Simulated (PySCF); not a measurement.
Isomers of C9H12O, one GFN2-xTB conformer each. Single-point energies are computed at PBE0/pcSseg-1 (PySCF, gas phase, no added dispersion term), electronic only.

```
                   SMILES  GFN2-xTB relative energy (kJ/mol)
      C=C1C=C(C)/C1=C/COC                              267.7
  O=C[C@H]1/C=C\CC/C=C\C1                              174.2
             CCCOc1ccccc1                                9.3
CCOC1=C[C@@H]2C=C[C@H]1C2                              115.4
           CC(C)Oc1ccccc1                                0.0
```

Conformers: `[CH2:1]=[C:2]1[CH:3]=[C:4]([CH3:5])/[C:6]1=[CH:7]/[CH2:8][O:9][CH3:10]` with C6–C7–C8–O9 -119°, C7–C8–O9–C10 69°; `[O:1]=[CH:2][C@H:3]1/[CH:4]=[CH:5]\[CH2:6][CH2:7]/[CH:8]=[CH:9]\[CH2:10]1` with O1–C2–C3–C4 103°, C2–C3–C4–C5 86°, C4–C5–C6–C7 88°, C5–C6–C7–C8 -46°, C6–C7–C8–C9 -34°; `[CH3:1][CH2:2][CH2:3][O:4][c:5]1[cH:6][cH:7][cH:8][cH:9][cH:10]1` with C1–C2–C3–O4 180°, C2–C3–O4–C5 180°, C3–O4–C5–C6 180°; `[CH3:1][CH2:2][O:3][C:4]1=[CH:5][C@@H:6]2[CH:7]=[CH:8][C@H:9]1[CH2:10]2` with C1–C2–O3–C4 -179°, C2–O3–C4–C5 0°; `[CH3:1][CH:2]([CH3:3])[O:4][c:5]1[cH:6][cH:7][cH:8][cH:9][cH:10]1` with C1–C2–O4–C5 79°, C2–O4–C5–C6 180°.

Question: What does PBE0/pcSseg-1 give for the same structures?

Answer: 
```json
{"SMILES": "CC(C)Oc1ccccc1", "PBE0/pcSseg-1 E (Eh)": "-424.84893", "PBE0/pcSseg-1 (kJ/mol)": "0.0", "GFN2-xTB (kJ/mol)": "0.0", "point group": "C1"}
{"SMILES": "CCCOc1ccccc1", "PBE0/pcSseg-1 E (Eh)": "-424.84563", "PBE0/pcSseg-1 (kJ/mol)": "8.7", "GFN2-xTB (kJ/mol)": "9.3", "point group": "Cs"}
{"SMILES": "O=C[C@H]1/C=C\\CC/C=C\\C1", "PBE0/pcSseg-1 E (Eh)": "-424.79034", "PBE0/pcSseg-1 (kJ/mol)": "153.8", "GFN2-xTB (kJ/mol)": "174.2", "point group": "C1"}
{"SMILES": "CCOC1=C[C@@H]2C=C[C@H]1C2", "PBE0/pcSseg-1 E (Eh)": "-424.77540", "PBE0/pcSseg-1 (kJ/mol)": "193.1", "GFN2-xTB (kJ/mol)": "115.4", "point group": "C1"}
{"SMILES": "C=C1C=C(C)/C1=C/COC", "PBE0/pcSseg-1 E (Eh)": "-424.73980", "PBE0/pcSseg-1 (kJ/mol)": "286.5", "GFN2-xTB (kJ/mol)": "267.7", "point group": "C1"}
```

Both levels put the same isomer lowest; measured from each level's own lowest isomer, the values differ by up to 77.7 kJ/mol (CCOC1=C[C@@H]2C=C[C@H]1C2: 115.4 against 193.1). As drawn, the lowest has an aromatic ring, which the highest lacks; the highest has a four-membered ring and a C=C bond outside aromatic rings, which the lowest lacks. Neighbours under 10 kJ/mol apart (CC(C)Oc1ccccc1 and CCCOc1ccccc1) can change places with a better method, another conformer or zero-point energy.

Question: Which frontier levels, dipoles and rotational constants go with these structures?

Answer: 
| SMILES | HOMO (eV, PBE0/pcSseg-1) | LUMO (eV) | dipole (D) | A, B, C (MHz) |
| --- | --- | --- | --- | --- |
| CC(C)Oc1ccccc1 | -6.36 | -0.10 | 1.47 | 3349, 768.9, 677.7 |
| CCCOc1ccccc1 | -6.41 | -0.10 | 1.45 | 4476, 595.2, 530.5 |
| O=C[C@H]1/C=C\CC/C=C\C1 | -7.00 | -0.82 | 3.25 | 2468, 968.7, 818.1 |
| CCOC1=C[C@@H]2C=C[C@H]1C2 | -5.82 | 0.08 | 1.12 | 3540, 806.4, 778.2 |
| C=C1C=C(C)/C1=C/COC | -6.54 | -0.78 | 2.06 | 2001, 845.4, 675.6 |

Question: As an exercise, what shares would exp(−E/RT) give at 298.15 K from these electronic energies alone (no entropy, no degeneracies)?

Answer: RT = 2.479 kJ/mol: CC(C)Oc1ccccc1 97.1 %, CCCOc1ccccc1 2.9 %, O=C[C@H]1/C=C\CC/C=C\C1 under 0.1 %, CCOC1=C[C@@H]2C=C[C@H]1C2 under 0.1 %, C=C1C=C(C)/C1=C/COC under 0.1 %.
